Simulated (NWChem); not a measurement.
System: C₂H₄BFO₂; SMILES O=CB(F)CO

NWChem input:

```
start job
memory heap 200 mb stack 700 mb global 900 mb
geometry units angstroms noautosym nocenter noautoz
  O     -0.941520    -2.112182     0.217760
  C      0.167539    -1.629347     0.271423
  B      0.394169    -0.035768     0.167425
  F      1.636625     0.403065     0.226246
  C     -0.828142     0.921377     0.004588
  O     -0.453027     2.264869    -0.073535
  H      1.064619    -2.297940     0.395960
  H     -1.513404     0.693567     0.852919
  H     -1.389068     0.557377    -0.886359
  H     -1.244489     2.801611    -0.171963
end
basis spherical
  O library 6-31g*
  C library 6-31g*
  B library 6-31g*
  F library 6-31g*
  H library 6-31g*
end
dft
  xc hfexch
  iterations 150
end
property
  shielding 9 1 2 3 4 5 6 7 8 10
end
task dft property
```

Parts of the log:

```
             Northwest Computational Chemistry Package (NWChem) 7.3.0
             --------------------------------------------------------

                             Geometry "geometry" -> ""
                             -------------------------

 Output coordinates in angstroms (scale by  1.889725989 to convert to a.u.)

  No.       Tag          Charge          X              Y              Z
 ---- ---------------- ---------- -------------- -------------- --------------
    1 O                    8.0000    -0.94152000    -2.11218200     0.21776000
    2 C                    6.0000     0.16753900    -1.62934700     0.27142300
    3 B                    5.0000     0.39416900    -0.03576800     0.16742500
    4 F                    9.0000     1.63662500     0.40306500     0.22624600
    5 C                    6.0000    -0.82814200     0.92137700     0.00458800
    6 O                    8.0000    -0.45302700     2.26486900    -0.07353500
    7 H                    1.0000     1.06461900    -2.29794000     0.39596000
    8 H                    1.0000    -1.51340400     0.69356700     0.85291900
    9 H                    1.0000    -1.38906800     0.55737700    -0.88635900
   10 H                    1.0000    -1.24448900     2.80161100    -0.17196300

 Effective nuclear repulsion energy (a.u.)     210.9781279248

  xc_inp: hfexch multiplicative factor not found.
                              NWChem Property Module
                              ----------------------

  itol2e modified to match energy
  convergence criterion.

                                 NWChem DFT Module
                                 -----------------

 Summary of "ao basis" -> "ao basis" (spherical)
 ------------------------------------------------------------------------------
       Tag                 Description            Shells   Functions and Types
 ---------------- ------------------------------  ------  ---------------------
 O                           6-31g*                  6       14   3s2p1d
 C                           6-31g*                  6       14   3s2p1d
 B                           6-31g*                  6       14   3s2p1d
 F                           6-31g*                  6       14   3s2p1d
 H                           6-31g*                  2        2   2s

  itol2e modified to match energy
  convergence criterion.

            General Information
            -------------------
          SCF calculation type: DFT
          Wavefunction type:  closed shell.
          No. of atoms     :    10
          No. of electrons :    46
           Alpha electrons :    23
            Beta electrons :    23
          Charge           :     0
          Spin multiplicity:     1
          Use of symmetry is: off; symmetry adaption is: off
          Maximum number of iterations: 150
          AO basis - number of functions:    92
                     number of shells:    44
          Convergence on energy requested:  1.00D-07
          Convergence on density requested:  1.00D-05
          Convergence on gradient requested:  5.00D-04

              XC Information
              --------------
                     Hartree-Fock (Exact) Exchange  1.000

      Superposition of Atomic Density Guess
      -------------------------------------

 Sum of atomic energies:        -350.72056343

      Non-variational initial energy
      ------------------------------

 Total energy =    -353.105699
 1-e energy   =    -900.116295
 2-e energy   =     336.032468
 HOMO         =      -0.257980
 LUMO         =      -0.077158

[...]

          -----------------------------------------
          Chemical Shielding Tensors (GIAO, in ppm)
          -----------------------------------------

                                NWChem CPHF Module
                                ------------------

  scftype          =     RHF
  nclosed          =       23
  nopen            =        0
  variables        =     1587
  # of vectors     =        3
  tolerance        = 0.10D-03
  level shift      = 0.00D+00
  max iterations   =       50
  max subspace     =       30

 SCF residual:    2.0258421911120758E-005

Iterative solution of linear equations
  No. of variables     1587
  No. of equations        3
  Maximum subspace       30
        Iterations       50
       Convergence  1.0D-04

   iter   nsub   residual    time
   ----  ------  --------  ---------
     1      3    1.86D+00      44.2
     2      6    6.99D-01      48.2
     3      9    3.42D-01      52.3
     4     12    5.31D-02      55.5
     5     15    1.14D-02      59.2
     6     18    3.18D-03      63.8
     7     21    6.20D-04      68.6
     8     24    8.34D-05      73.2

      Atom:    1  O
        Diamagnetic
    411.3753     10.0982      0.7382
     10.0982    392.7285      0.8342
      0.7382      0.8342    392.8622

        Paramagnetic
  -1756.9865   -292.0604   -126.5615
   -292.0604  -1079.8306     62.8226
   -126.5615     62.8226     40.3096

        Total Shielding Tensor
  -1345.6112   -281.9622   -125.8234
   -281.9622   -687.1021     63.6568
   -125.8234     63.6568    433.1718

           isotropic =    -533.1805
          anisotropy =   -1382.3570

          Principal Components and Axis System
                 1           2           3
            -1454.7519   -593.1657    448.3760

      1         0.9388     -0.3346     -0.0816
      2         0.3406      0.9371      0.0760
      3         0.0511     -0.0991      0.9938

      Atom:    2  C
        Diamagnetic
    258.1102      6.0627      1.4578
      6.0627    258.5857     -1.3605
      1.4578     -1.3605    234.7039

        Paramagnetic
   -361.5616     19.3809    -22.2558
     19.3809   -328.9779     18.4338
    -22.2558     18.4338   -112.4034

        Total Shielding Tensor
   -103.4514     25.4437    -20.7981
     25.4437    -70.3921     17.0733
    -20.7981     17.0733    122.3005

           isotropic =     -17.1810
          anisotropy =     213.7527

          Principal Components and Axis System
                 1           2           3
              125.3208   -120.1480    -56.7158

      1        -0.0819      0.8695      0.4871
      2         0.0760     -0.4819      0.8729
      3         0.9937      0.1085     -0.0267

      Atom:    3  B
        Diamagnetic
    194.7492     -1.0125      1.6841
     -1.0125    198.3494     -1.9854
      1.6841     -1.9854    173.4320

        Paramagnetic
   -105.9432    -26.5260     -0.6050
    -26.5260   -132.5889      3.0327
     -0.6050      3.0327    -67.4229

        Total Shielding Tensor
     88.8061    -27.5385      1.0790
    -27.5385     65.7605      1.0473
      1.0790      1.0473    106.0091

           isotropic =      86.8586
          anisotropy =      30.5441

          Principal Components and Axis System
                 1           2           3
              107.2213    105.9600     47.3944

      1         0.8071     -0.2039      0.5540
      2        -0.5295      0.1648      0.8321
      3         0.2610      0.9650     -0.0251

      Atom:    4  F
        Diamagnetic
    485.6252      8.5439      1.0315
      8.5439    465.9574      0.4084
      1.0315      0.4084    463.0494

        Paramagnetic
   -210.4374     10.7183    -19.1308
     10.7183   -376.3908     32.4874
    -19.1308     32.4874     37.4678

        Total Shielding Tensor
    275.1878     19.2622    -18.0993
     19.2622     89.5666     32.8957
    -18.0993     32.8957    500.5172

           isotropic =     288.4239
          anisotropy =     323.8583

          Principal Components and Axis System
                 1           2           3
              504.3294    276.2356     84.7066

      1        -0.0722      0.9915     -0.1081
      2         0.0755      0.1135      0.9907
      3         0.9945      0.0634     -0.0831

      Atom:    5  C
        Diamagnetic
    243.3552      2.2257      0.2785
      2.2257    259.1154     -1.5570
      0.2785     -1.5570    237.2318

        Paramagnetic
   -118.3147      2.5092     -2.0086
      2.5092    -68.0878     -1.8413
     -2.0086     -1.8413    -93.4189

        Total Shielding Tensor
    125.0404      4.7350     -1.7301
      4.7350    191.0276     -3.3983
     -1.7301     -3.3983    143.8129

           isotropic =     153.2936
          anisotropy =      57.4954

          Principal Components and Axis System
                 1           2           3
              191.6239    143.6702    124.5868

      1         0.0726     -0.0724      0.9947
      2         0.9947      0.0786     -0.0669
      3        -0.0733      0.9943      0.0777

      Atom:    6  O
        Diamagnetic
    390.3620     -1.1408      1.1252
     -1.1408    411.9720     -2.9055
      1.1252     -2.9055    376.1437

        Paramagnetic
    -16.5078    -55.9403      5.5579
    -55.9403    -73.9215     -0.8537
      5.5579     -0.8537    -32.9131

        Total Shielding Tensor
    373.8542    -57.0811      6.6831
    -57.0811    338.0505     -3.7592
      6.6831     -3.7592    343.2306

           isotropic =     351.7118
          anisotropy =      97.2798

          Principal Components and Axis System
                 1           2           3
              416.5649    342.4588    296.1115

      1         0.8022     -0.0714      0.5928
      2        -0.5881      0.0771      0.8051
      3         0.1032      0.9945     -0.0199

      Atom:    7  H
        Diamagnetic
     33.8702     -7.3468      1.7053
     -7.3468     30.2382     -1.4000
      1.7053     -1.4000     20.1107

[...]
```

Level: Hartree-Fock/6-31G* (spherical d), GIAO. All runs use the structure optimised with PBE0/def2-SVP. The output numbers the shielded atoms by their place in the input's list. The printed shielding anisotropy is the first printed principal value minus the mean of the other two.
